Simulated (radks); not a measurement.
Problem. Radial electron density D(r) = 4 pi r^2 rho(r) of an atom or ion with 9 electrons. Calculated with a radial shooting solver on a logarithmic mesh with Libxc functionals: non-relativistic Kohn-Sham, PBE, spin-polarised, spherical densities, point nucleus.

| r (bohr) | D(r) (e/bohr) | spin D(r) |
|---|---|---|
| 0.002958 | 0.4458 | -0.0000430 |
| 0.003309 | 0.5503 | -0.0000518 |
| 0.003701 | 0.6783 | -0.0000620 |
| 0.00414 | 0.8345 | -0.0000733 |
| 0.00463 | 1.025 | -0.0000854 |
| 0.005179 | 1.256 | -0.0000975 |
| 0.005793 | 1.534 | -0.000108 |
| 0.006479 | 1.870 | -0.000114 |
| 0.007247 | 2.273 | -0.000112 |
| 0.008106 | 2.752 | -0.0000942 |
| 0.00914 | 3.364 | -0.0000446 |
| 0.01022 | 4.038 | 0.0000491 |
| 0.01143 | 4.825 | 0.000217 |
| 0.01279 | 5.734 | 0.000502 |
| 0.01431 | 6.773 | 0.000968 |
| 0.016 | 7.946 | 0.00171 |
| 0.0179 | 9.252 | 0.00287 |
| 0.02002 | 10.68 | 0.00466 |
| 0.02239 | 12.22 | 0.00738 |
| 0.02504 | 13.83 | 0.0115 |
| 0.02801 | 15.47 | 0.0175 |
| 0.03133 | 17.08 | 0.0263 |
| 0.03505 | 18.60 | 0.0392 |
| 0.0392 | 19.93 | 0.0575 |
| 0.04384 | 20.99 | 0.0835 |
| 0.04904 | 21.69 | 0.120 |
| 0.05485 | 21.96 | 0.170 |
| 0.06135 | 21.75 | 0.237 |
| 0.06862 | 21.09 | 0.327 |
| 0.07676 | 20.01 | 0.445 |
| 0.08585 | 18.65 | 0.594 |
| 0.0968 | 17.07 | 0.795 |
| 0.1083 | 15.72 | 1.02 |
| 0.1211 | 14.73 | 1.29 |
| 0.1355 | 14.26 | 1.58 |
| 0.1515 | 14.43 | 1.90 |
| 0.1695 | 15.22 | 2.21 |
| 0.1895 | 16.45 | 2.50 |
| 0.212 | 17.85 | 2.72 |
| 0.2371 | 19.06 | 2.85 |
| 0.2652 | 19.70 | 2.87 |
| 0.2967 | 19.48 | 2.75 |
| 0.3318 | 18.29 | 2.51 |
| 0.3712 | 16.18 | 2.16 |
| 0.4151 | 13.40 | 1.74 |
| 0.4643 | 10.32 | 1.31 |
| 0.5194 | 7.339 | 0.916 |
| 0.5809 | 4.784 | 0.587 |
| 0.6498 | 2.833 | 0.342 |
| 0.7268 | 1.509 | 0.180 |
| 0.8129 | 0.7147 | 0.0840 |
| 0.9093 | 0.2966 | 0.0345 |
| 1.025 | 0.09807 | 0.0113 |
| 1.147 | 0.02941 | 0.00336 |
| 1.283 | 0.007332 | 0.000829 |
| 1.435 | 0.001489 | 0.000166 |
| 1.605 | 0.0002407 | 0.0000265 |

What is the nuclear charge?

Solution. Z = 19. The innermost maximum, from 1s, lies near 1/Z = 0.0526 bohr (found: 0.0553), and its height grows with Z. The density is that of the potassium ion K10+ in [He] 2s2 2p5; the configuration itself is not fixed sharply by these data, and Z only to about a unit. D(r) has 2 maxima, at r = 0.0553, 0.274 bohr, and minima at 0.139 bohr, inside which lie 2.20 electrons.
